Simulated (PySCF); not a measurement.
Method: B3LYP-D3(BJ)/def2-TZVP // PBE0-D4/def2-SVP run with PySCF 2.14.0. Gas-phase values, no solvent. One relaxed conformer stands for a flexible species; it need not be the lowest. B3LYP has the VWN-RPA correlation part, as in Gaussian. Delta-SCF ions had no search for a lower state. Excitations are Tamm–Dancoff values on a coarser integration grid. The basis has no diffuse functions, so Rydberg states are missing or too high.

Reference species (SMILES): `c1(B)c2c(cc(B)c1)scc2` (neutral, multiplicity 1).

```
Item                                      Value
--------------------------------------  -------
vertical ionisation energy (Delta-SCF)  8.42 eV
S1 excitation (TDA)                     3.66 eV
S1–T1 gap (TDA)                         0.92 eV
```

After one change: the vertical ionisation energy (Delta-SCF) increases by 0.04 eV; the S1 excitation (TDA) rises by 0.17 eV; the S1–T1 gap (TDA) rises by 0.03 eV.

Which change was made? The new species is one of these.
A. `Bc1csc2c(B)cccc12`
B. `Bc1cc2c(B)cccc2s1`
C. `Bc1cc2cccc(B)c2s1`
D. `Bc1ccc2cc(B)sc2c1`

A, `Bc1csc2c(B)cccc12`
